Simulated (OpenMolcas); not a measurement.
How basis sets differ on C3H9Ga (SMILES C[Ga](C)C)

C3H9Ga has 13 atoms, charge 0, and is taken as a singlet. SMILES: `C[Ga](C)C`. The coordinates come from a PBE0-D4/def2-TZVP relaxation.

Each level gives the HOMO–LUMO gap (eV). The values are calculated.

```tsv
level	kind	program	value (eV)
HF/ANO-R0 (sfX2C)	Hartree–Fock	OpenMolcas	13.84
HF/ANO-RCC-MB (DKH2)	Hartree–Fock	OpenMolcas	13.51
HF/ANO-RCC-VDZ (DKH2)	Hartree–Fock	OpenMolcas	12.48
HF/def2-SVP	Hartree–Fock	OpenMolcas	12.73
```

All-electron rows without a relativistic Hamiltonian named are non-relativistic. The values span 12.48 to 13.84 eV. A Hartree–Fock LUMO above zero doesn't converge with the basis: it sinks as sets grow more diffuse. Orbital gaps aren't excitation energies.
